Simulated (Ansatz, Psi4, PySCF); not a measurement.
H2Cl3NTi, charge -1, doublet, at a GFN2-xTB geometry (such geometries of metal compounds can be far from the true shape) (the multiplicity is a formal guess) (in this run its highest filled SCF level lies above zero, so its values depend strongly on the basis, on diffuse functions most of all). Base run: B3LYP5/def2-SVP (PySCF).

Geometry (Å):
```xyz
7

Ti    -0.1529    -0.2407    -0.0273
Cl     1.9104    -0.2961    -0.8773
Cl     0.1185     0.2185     2.1378
Cl    -1.1920     1.4078    -1.1109
N     -1.1339    -1.8128    -0.2051
H     -0.8411    -2.6813    -0.6536
H     -2.0845    -1.9458     0.1484
```
Charge -1, spin multiplicity 2.
Orbitals are unrestricted.
All else is at PySCF's defaults.

The same geometry, method and basis name were run in Ansatz (an electronic-structure program) and Psi4 and PySCF, at each program's defaults and at the settings that a row names. The base is PySCF at its defaults. Differences at the defaults can come from grids, fitting, cores and function types together.

```
code and settings                                                                             ΔE vs base (µEh)  basis functions       E (Eh)  SCF cycles
--------------------------------------------------------------------------------------------  ----------------  ---------------  -----------  ----------
PySCF, defaults (exact integrals, its default grid, spherical functions)                                   0.0              109  -2285.47421          17
Psi4, defaults (density fitting with its default set, its default grid, spherical functions)             -33.7              109  -2285.47424          17
Ansatz, defaults (factorised integrals, its default grid, spherical functions)                             1.4              109  -2285.47421           -
PySCF, density fitting with def2-universal-jkfit                                                         -27.5              109  -2285.47424          17
PySCF, fine grid                                                                                           1.0              109  -2285.47421          17
Psi4, exact integrals, spherical functions, fine grid                                                     -0.6              109  -2285.47421          25
Ansatz, high accuracy                                                                                      0.5              109  -2285.47421           -
```

Open shells are given as the SCF converged; they aren't shown to be the lowest states, and a large step between rows can be another state.
